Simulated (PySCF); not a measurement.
How methods differ on the ionisation energy of Sr

Sr [Kr] 5s2 (1S) → Sr⁺ [Kr] 5s1 (2S), as a difference of total energies. Calculation: PySCF 2.14, in x2c-QZVPPall; scalar relativity by spin-free X2C-1e. Correlated levels: valence: [Kr] frozen; valence and next inner shell: [Ar] 3d10 frozen. The calculations carry no spin-orbit coupling.

```json
{"method": "UHF", "ionisation energy (eV)": "4.744"}
{"method": "LDA", "ionisation energy (eV)": "5.868"}
{"method": "PBE", "ionisation energy (eV)": "5.696"}
{"method": "PBE0", "ionisation energy (eV)": "5.612"}
{"method": "r2SCAN", "ionisation energy (eV)": "5.424"}
{"method": "PBEsol", "ionisation energy (eV)": "5.664"}
{"method": "BHandHLYP", "ionisation energy (eV)": "5.565"}
{"method": "B97-3", "ionisation energy (eV)": "5.797"}
{"method": "MP2 (valence)", "ionisation energy (eV)": "5.262"}
{"method": "SCS-MP2 (valence)", "ionisation energy (eV)": "5.366"}
{"method": "MP2 (valence and next inner shell)", "ionisation energy (eV)": "5.585"}
{"method": "SCS-MP2 (valence and next inner shell)", "ionisation energy (eV)": "5.623"}
```

**Question.** How much does correlation contribute at MP2 (valence and next inner shell)?

**Answer.** 5.585 − (4.744) = 0.841 eV, measured against UHF.

Errors of the correlated levels include the incompleteness of this basis and the frozen core.

For comparison: 5.695 eV (measured; NIST Atomic Spectra Database, ionization energies).
